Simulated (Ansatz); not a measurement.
Stepwise reaction of `[InH2][I]` with hydrogen chloride, as a gas-phase model of exchange steps in deposition or etching. ΔE in kJ/mol; ΔG adds harmonic PBE0-D4 terms to CCSD(T)/CBS, at 1 bar.

Program: Ansatz. Geometries: PBE0-D4/def2-TZVP. ΔE: electronic, gas phase. CCSD(T)/CBS is the MP2 limit (def2-TZVPP, def2-QZVPP) plus CCSD(T) − MP2 in def2-TZVPP, frozen cores. This one scheme is used for every species. Functionals use def2-TZVPP. B3LYP here is the variant with VWN-RPA as its local correlation; programs differ in this. Elements past krypton have def2 core potentials. For I, In outer-core shells are correlated without core-valence functions, which leaves a few kJ/mol of doubt a bond.

```json
{"step": "1", "reaction": "`[InH2][I]` + HCl → `[Cl][InH][I]` + H₂", "PBE-D4": "-97.7", "B3LYP-D4": "-100.2", "ωB97M-V": "-96.7", "CCSD(T)/CBS": "-102.9", "ΔG(600 K)": "-97.1"}
```

**Question.** Give the row of step 2, `[Cl][InH][I]` + HCl → `[Cl][In]([Cl])[I]` + H₂. (Best estimate.)

**Answer.** Ansatz gave: 
```csv
step,reaction,PBE-D4,B3LYP-D4,ωB97M-V,CCSD(T)/CBS,ΔG(600 K)
2,`[Cl][InH][I]` + HCl → `[Cl][In]([Cl])[I]` + H₂,-81.3,-84.4,-80.8,-86.8,-73.8
```

**Question.** By hand: ΔE of the 2 steps together at CCSD(T)/CBS.

**Answer.** (-102.9) + (-86.8) = -189.7 kJ/mol, or -94.8 kJ/mol a step.

In ΔE each step is higher than the one before. All are downhill at CCSD(T)/CBS. ΔG lies between -97.1 and -73.8 kJ/mol a step. PBE-D4 differs from CCSD(T)/CBS by 5.2 to 5.5 kJ/mol a step. Isolated molecules leave out the surface, adducts and barriers. Largest T1 diagnostic: 0.012.
